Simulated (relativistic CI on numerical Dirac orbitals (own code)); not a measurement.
Computed by Dirac-Coulomb-Breit CI, KLI orbitals optimised for each configuration, model QED, unscaled Slater integrals (own radial code, finite nucleus).

Configurations in the expansion (outside the closed core [Ne]): 3s²3p⁶3d⁶, 3s²3p⁵3d⁷, 3s²3p⁴3d⁸, 3s3p⁶3d⁷, 3p⁶3d⁸, 3s3p⁵3d⁸, 3s²3p⁶3d⁵4s, 3s²3p⁶3d⁵4p, 3s²3p⁶3d⁵4d, 3s²3p⁴3d⁷4s, 3s²3p⁴3d⁷4p, 3s²3p⁵3d⁶4s, 3s²3p⁶3d⁵4f, 3s²3p⁴3d⁷4d, 3s3p⁵3d⁷4s, 3s²3p⁵3d⁶4p, 3s²3p⁶3d⁴4s², 3s²3p⁵3d⁶4d, 3s3p⁶3d⁶4s, 3p⁶3d⁷4s, 3s²3p⁶3d⁵5s, 3s²3p⁶3d⁵5p, 3p⁶3d⁷4d, 3s²3p⁶3d⁵6s. Levels of other configurations are missing.

At this charge energies of transitions that change n are usually good to better than 1 %, and those within a shell (Δn = 0) to a few per cent. Terms inside the open d or f shell come out 10 to 20 % too wide with unscaled integrals.

Outline of the computed level scheme of Cs XXXII. Lowest level of each configuration: 3s²3p⁶3d⁶ ⁵D4 at 0.000 eV; 3s²3p⁵3d⁷ ⁵G°6 at 224.249 eV.

Some strong electric-dipole decays among the lowest 45 levels: 3s²3p⁵3d⁷ ³D°2 → 3s²3p⁶3d⁶ ³P2 (1.9e+11 s⁻¹); 3s²3p⁵3d⁷ ⁵F°5 → 3s²3p⁶3d⁶ ⁵D4 (1.4e+11 s⁻¹); 3s²3p⁵3d⁷ ⁵F°4 → 3s²3p⁶3d⁶ ⁵D4 (8.2e+10 s⁻¹); 3s²3p⁵3d⁷ ⁵F°3 → 3s²3p⁶3d⁶ ³P2 (5.1e+10 s⁻¹); 3s²3p⁵3d⁷ ⁵F°4 → 3s²3p⁶3d⁶ ⁵D3 (4.6e+10 s⁻¹); 3s²3p⁵3d⁷ ³D°3 → 3s²3p⁶3d⁶ ³P2 (3.8e+10 s⁻¹); 3s²3p⁵3d⁷ ³D°2 → 3s²3p⁶3d⁶ ⁵D1 (2.8e+10 s⁻¹); 3s²3p⁵3d⁷ ⁵F°3 → 3s²3p⁶3d⁶ ⁵D3 (1.8e+10 s⁻¹).

LS names give the leading component of a level, which can be under half, so a name can repeat, a term be missing and a line seem to break the LS rules.
